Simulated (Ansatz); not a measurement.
`C[S][Ge][S]C`. Charge 0, multiplicity 1. The structure was optimised at the PBE0-D4/def2-TZVP level. It is one conformer, not always the lowest.

```xyz
11

C    -0.133    0.558   -2.406
S    -0.617    2.012   -1.443
Ge   -0.504    1.530    0.725
S     0.178   -0.580    0.572
C     0.280   -1.014    2.331
H     0.892    0.268   -2.177
H    -0.206    0.834   -3.458
H    -0.801   -0.279   -2.204
H     0.001   -0.170    2.965
H    -0.392   -1.847    2.532
H     1.302   -1.311    2.564
```

(1) What is the dipole moment at PBE/def2-TZVPP? (Best estimate.)

(2) And with r2SCAN, B3LYP, ωB97M-V? (Estimate.)

(3) Give the Mulliken charges with PBE, ωB97M-V, r2SCAN in def2-TZVPP. (Estimate.)

Results:

(1) The calculation gave: 1.66 D, with components (0.43, -1.39, 0.80) D in this frame, pointing from negative to positive charge.

(2) Computed: r2SCAN 1.78 D, B3LYP 1.65 D, ωB97M-V 1.66 D.

(3) The calculation gave: 
| atom | PBE | ωB97M-V | r2SCAN |
| --- | --- | --- | --- |
| C1 | -0.26 | -0.37 | -0.14 |
| S2 | -0.22 | -0.19 | -0.25 |
| Ge3 | 0.23 | 0.24 | 0.25 |
| S4 | -0.22 | -0.20 | -0.25 |
| C5 | -0.24 | -0.33 | -0.13 |
| H6 | 0.13 | 0.15 | 0.09 |
| H7 | 0.13 | 0.14 | 0.09 |
| H8 | 0.13 | 0.15 | 0.09 |
| H9 | 0.10 | 0.12 | 0.08 |
| H10 | 0.12 | 0.14 | 0.09 |
| H11 | 0.12 | 0.14 | 0.09 |

B3LYP here is the variant with VWN-RPA as its local correlation; programs differ in this.
